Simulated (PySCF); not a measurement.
A run for PySCF: D3(BJ) and D4 dispersion corrections on CH6GeO2 (SMILES [CH3][GeH]([OH])[OH]), a point of a torsion scan.

```python
from pyscf import gto
from pyscf.dispersion import dftd3, dftd4

mol = gto.M(
    atom='''
    C    -1.31444121   -0.57385181   -0.17348170
    Ge    0.32150902    0.24064308    0.58126253
    O     0.76244636    1.75434160   -0.20378054
    O    -0.02756891    0.76473123    2.19822089
    H    -1.12327993   -1.56225295   -0.57924470
    H    -1.73101653    0.05238739   -0.95687728
    H    -2.04978892   -0.66717783    0.61904345
    H     1.55926026   -0.64011612    0.60937873
    H     0.95780414    1.72584634   -1.13616222
    H     0.34772830    1.61438866    2.42202738
    ''',
    basis='def2-svp',
    charge=0, spin=0, verbose=0, max_memory=1800)
d3, d4 = {}, {}
for xc in ['hf', 'pbe', 'blyp', 'revpbe', 'tpss', 'r2scan', 'b3lyp', 'pbe0', 'bhlyp', 'camb3lyp', 'b2plyp']:
    d3[xc] = float(dftd3.DFTD3Dispersion(mol, xc=xc, version='d3bj', atm=False).get_dispersion()['energy'])
    print(f'D3(BJ) {xc:10s} {d3[xc]:14.8f} Eh')
for xc in ['hf', 'pbe', 'blyp', 'revpbe', 'tpss', 'r2scan', 'b3lyp', 'pbe0', 'bhlyp', 'camb3lyp', 'b2plyp']:
    d4[xc] = float(dftd4.DFTD4Dispersion(mol, xc={'camb3lyp': 'cam-b3lyp'}.get(xc, xc), atm=True).get_dispersion()['energy'])
    print(f'D4     {xc:10s} {d4[xc]:14.8f} Eh')
```

It printed:

```
D3(BJ) hf            -0.05019094 Eh
D3(BJ) pbe           -0.00608591 Eh
D3(BJ) blyp          -0.01315602 Eh
D3(BJ) revpbe        -0.01507478 Eh
D3(BJ) tpss          -0.00771131 Eh
D3(BJ) r2scan        -0.00169938 Eh
D3(BJ) b3lyp         -0.01082687 Eh
D3(BJ) pbe0          -0.00532577 Eh
D3(BJ) bhlyp         -0.00875371 Eh
D3(BJ) camb3lyp      -0.00490139 Eh
D3(BJ) b2plyp        -0.00516320 Eh
D4     hf            -0.02183522 Eh
D4     pbe           -0.00616921 Eh
D4     blyp          -0.01358756 Eh
D4     revpbe        -0.01878992 Eh
D4     tpss          -0.00830969 Eh
D4     r2scan        -0.00150032 Eh
D4     b3lyp         -0.00993575 Eh
D4     pbe0          -0.00518588 Eh
D4     bhlyp         -0.00754207 Eh
D4     camb3lyp      -0.00523795 Eh
D4     b2plyp        -0.00428425 Eh
```

The run finished.

Cost: very roughly 0.020 core-seconds.
